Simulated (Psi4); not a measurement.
HCl3OTi, singlet, at a GFN2-xTB geometry (such geometries of metal compounds can be far from the true shape). Base run: HF/cc-pVDZ (Psi4).

The Psi4 input:
```
memory 2 GB

molecule mol {
0 1
Ti   -0.318983    0.164223    0.016657
Cl    1.286542    1.400771   -0.628028
Cl    0.369420   -0.633381    1.863900
Cl   -0.240474   -1.496128   -1.309787
O    -1.799289    0.926331    0.093956
H    -2.651354    1.365001    0.138450
}

set {
  basis cc-pvdz
  reference rhf
}

energy('scf')
print_variables()
```

Each row names what was changed in the base input (with any setting that the change needs).

| change | ΔE vs base (eV) | point group used | SCF cycles |
|---|---|---|---|
| base | 0.00 | c1 | 9 |
| jitter_ang = 0.002 | 0.00 | c1 | 9 |
| molecule keys = no_reorient | 0.00 | c1 | 9 |
| molecule keys = symmetry c1 | 0.00 | c1 | 9 |
| molecule keys = symmetry c1, no_reorient, no_com | 0.00 | c1 | 9 |
